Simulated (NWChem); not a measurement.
System: NaF; SMILES [F][Na]

```xyz
2

Na     0.0000     0.0000    -0.8567
F      0.0000     0.0000     1.0316
```
Atoms are numbered in this order, from 1.

Program: NWChem. Pople sets run with spherical d functions. STO-3G and 3-21G are far too small for this property and stand as cheap habits. Coordinates come from a PBE0/def2-SVP optimisation. GIAO values for the isolated, static molecule; σ is the absolute isotropic shielding, δ = σ(reference) − σ with the isolated reference molecule computed at the same levels (19F: trichlorofluoromethane).

| level | σ Na1 (ppm) | δ F2 (ppm) |
|---|---|---|
| PBE0/pcSseg-2 | 576.3 | -265.8 |
| PBE0/pcSseg-1 | 572.4 | (withheld) |
| KT2/pcSseg-1 | 575.9 | -278.8 |
| Hartree-Fock/STO-3G | 544.9 | -132.2 |
| Hartree-Fock/6-31G* | 595.5 | -147.2 |

**Question.** Some entries are withheld; supply them.

**Answer.** 
- PBE0/pcSseg-1, δ F2 (ppm): -258.4
